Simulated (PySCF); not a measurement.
C₂H₇N₂, multiplicity 2. Atoms are numbered in the order given.

```xyz
11

N      1.5285    -0.2686     0.2099
C      0.6375     0.7201    -0.1981
C     -0.7294     0.2528    -0.5790
N     -1.2759    -0.6079     0.4784
H      1.0536    -1.0110     0.7234
H      2.3662     0.0558     0.6840
H      1.0660     1.5965    -0.6942
H     -1.3558     1.1342    -0.8286
H     -0.6967    -0.3698    -1.5019
H     -1.5176    -0.0425     1.2937
H     -2.1322    -1.0657     0.1677
```
Charge 0, spin multiplicity 2.

The structure is a stationary point at B3LYP-D3(BJ)/def2-SVP. The isomer is the one that the SMILES or the coordinates give; other isomers of the formula were not compared. The values are those of a single conformer.

These are PySCF with M06-2X/def2-TZVP values and carry that method's errors.

Atomic charges (e):

```json
[
 {"atom": "N1", "Mulliken": "-0.48", "Löwdin": "-0.10", "meta-Löwdin": "-0.44", "Mulliken spin": "0.15"},
 {"atom": "C2", "Mulliken": "-0.15", "Löwdin": "-0.33", "meta-Löwdin": "-0.14", "Mulliken spin": "0.85"},
 {"atom": "C3", "Mulliken": "-0.15", "Löwdin": "-0.38", "meta-Löwdin": "-0.10", "Mulliken spin": "-0.04"},
 {"atom": "N4", "Mulliken": "-0.58", "Löwdin": "-0.19", "meta-Löwdin": "-0.53", "Mulliken spin": "0.01"},
 {"atom": "H5", "Mulliken": "0.26", "Löwdin": "0.17", "meta-Löwdin": "0.24", "Mulliken spin": "-0.01"},
 {"atom": "H6", "Mulliken": "0.24", "Löwdin": "0.16", "meta-Löwdin": "0.23", "Mulliken spin": "0.00"},
 {"atom": "H7", "Mulliken": "0.13", "Löwdin": "0.12", "meta-Löwdin": "0.11", "Mulliken spin": "-0.03"},
 {"atom": "H8", "Mulliken": "0.12", "Löwdin": "0.12", "meta-Löwdin": "0.09", "Mulliken spin": "0.01"},
 {"atom": "H9", "Mulliken": "0.13", "Löwdin": "0.13", "meta-Löwdin": "0.10", "Mulliken spin": "0.06"},
 {"atom": "H10", "Mulliken": "0.23", "Löwdin": "0.15", "meta-Löwdin": "0.21", "Mulliken spin": "0.00"},
 {"atom": "H11", "Mulliken": "0.23", "Löwdin": "0.15", "meta-Löwdin": "0.22", "Mulliken spin": "0.00"}
]
```

Computed Mayer and Wiberg (Löwdin basis) orders of the bonds:
```json
[
 {"bond": "N1–C2", "Mayer": "1.14", "Wiberg": "1.73"},
 {"bond": "C2–C3", "Mayer": "1.02", "Wiberg": "1.37"},
 {"bond": "C3–N4", "Mayer": "0.93", "Wiberg": "1.42"},
 {"bond": "N1–H5", "Mayer": "0.90", "Wiberg": "0.92"},
 {"bond": "N1–H6", "Mayer": "0.92", "Wiberg": "0.94"},
 {"bond": "C2–H7", "Mayer": "0.97", "Wiberg": "0.89"},
 {"bond": "C3–H8", "Mayer": "0.98", "Wiberg": "0.87"},
 {"bond": "C3–H9", "Mayer": "0.95", "Wiberg": "0.85"},
 {"bond": "N4–H10", "Mayer": "0.92", "Wiberg": "0.96"},
 {"bond": "N4–H11", "Mayer": "0.93", "Wiberg": "0.96"}
]
```
